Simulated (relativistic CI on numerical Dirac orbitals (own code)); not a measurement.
## One change at a time: Pd17+

Base calculation: Dirac-Coulomb-Breit CI, separate exchange-only KLI orbitals for each configuration, QED by a radiative potential, unscaled Slater integrals.

CI space (outside the closed core [Ar]): 3d10.4s, 3d10.4p, 3d10.4d, 3d10.4f, 3d10.5s, 3d10.5p, 3d10.5d, 3d10.5f, 3d10.5g, 3d10.6s, 3d9.4p2, 3d10.6p, 3d9.4s2, 3d8.4s.4p2, 3d10.6d, 3d10.6f. Levels of other configurations are missing.

Variants: (1) valence Slater integrals scaled by 0.9; (2) non-relativistic limit. Shifts of the energy above 3d10.4s 2S_1/2, in cm⁻¹, for the lowest level and the first level of each name with at least 55 % of one term (blank where a level changes its place among those of its configuration and J or its character, or is not in the variant):

```tsv
Level	Base	Δ(1)	Δ(2)
3d10.4s 2S_1/2	0	0	0
3d10.4p 2P°_1/2	298564	-58	-13793
3d10.4p 2P°_3/2	355028	-58	-70257
3d10.4d 2D_3/2	841318	-49	-75487
3d10.4d 2D_5/2	851446	-49	-85615
3d10.4f 2F°_5/2	1352114	-58	-82103
3d10.4f 2F°_7/2	1352675	-58	-82664
3d10.5s 2S_1/2	1592780	-57	-45619
3d10.5p 2P°_1/2	1726628	-58	-50864
3d10.5p 2P°_3/2	1751087	-58	-75323
3d10.5d 2D_3/2	1968900	-58	-77609
3d10.5d 2D_5/2	1973521	-58	-82230
3d10.5f 2F°_5/2	2191294	-58	-81100
3d10.5f 2F°_7/2	2191755	-58	-81560
```

At this charge energies of transitions that change n are usually good to better than 1 %, and those within a shell (Δn = 0) to a few per cent.

Ionisation energy from the two ground configurations alone: base 456.158 eV. The NIST ASD value (semi-empirical) is 457.5 eV.

LS names give the leading component of a level, which can be under half, so a name can repeat, a term be missing and a line seem to break the LS rules.
